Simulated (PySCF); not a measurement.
GeH7NSi2, SMILES [NH]1[SiH2][SiH2][GeH2]1. Atoms are numbered in the order given.

```xyz
11

N     -1.3922    -0.1823     0.0000
Si    -0.6020    -1.7537     0.0000
Si     1.4900    -0.6490     0.0000
Ge    -0.0874     1.1727     0.0000
H     -2.4020    -0.0124     0.0000
H     -0.8945    -2.6119     1.2098
H     -0.8945    -2.6119    -1.2098
H      2.3490    -0.7696    -1.2292
H      2.3490    -0.7696     1.2292
H     -0.1977     2.0821    -1.2625
H     -0.1977     2.0821     1.2625
```

The structure is a stationary point at PBE-D3(BJ)/def2-SVP. The structure was generated by enumeration, and PubChem lists no compound with its InChIKey, so it may never have been made.

The numbers are results of PBE-D3(BJ)/def2-SVP in PySCF, not measurements.

Frequencies are harmonic and unscaled.

**Question.** List the normal modes with their intensities. (The exact figures need the calculation; the answer reports its results.)

**Answer.** 
```
mode  ν (cm⁻¹)  IR (km/mol)  moving atoms (share of kinetic energy)
----  --------  -----------  --------------------------------------
1           80          0.1                 N 49 %, H 30 %, Si 16 %
2          280          1.2                Si 45 %, Ge 38 %, N 12 %
3          291          2.9                                  H 97 %
4          339          0.1                 Si 71 %, Ge 19 %, H 9 %
5          374          1.4                                  H 97 %
6          423          0.5                         Si 85 %, H 13 %
7          423        107.6                                  H 94 %
8          506          0.4                         H 77 %, Si 18 %
9          551         13.6                 H 69 %, N 15 %, Si 11 %
10         594         14.0                                  H 91 %
11         619         10.6                                  H 94 %
12         625         33.0                          N 50 %, H 37 %
13         661         21.3                                  H 89 %
14         665         45.1                                  H 88 %
15         792        154.1                          H 67 %, N 24 %
16         828        262.0                 H 58 %, N 24 %, Si 17 %
17         870         82.3                           H 87 %, N 8 %
18         885         27.0                                  H 92 %
19         960        105.0                                  H 94 %
20        1067         59.9                          H 72 %, N 26 %
21        2029        188.9                                  H 99 %
22        2031        150.4                                  H 98 %
23        2113        128.0                                  H 96 %
24        2118        157.2                                  H 98 %
25        2154         69.0                                  H 98 %
26        2171         81.0                                  H 96 %
27        3513         20.6                                  H 93 %
```
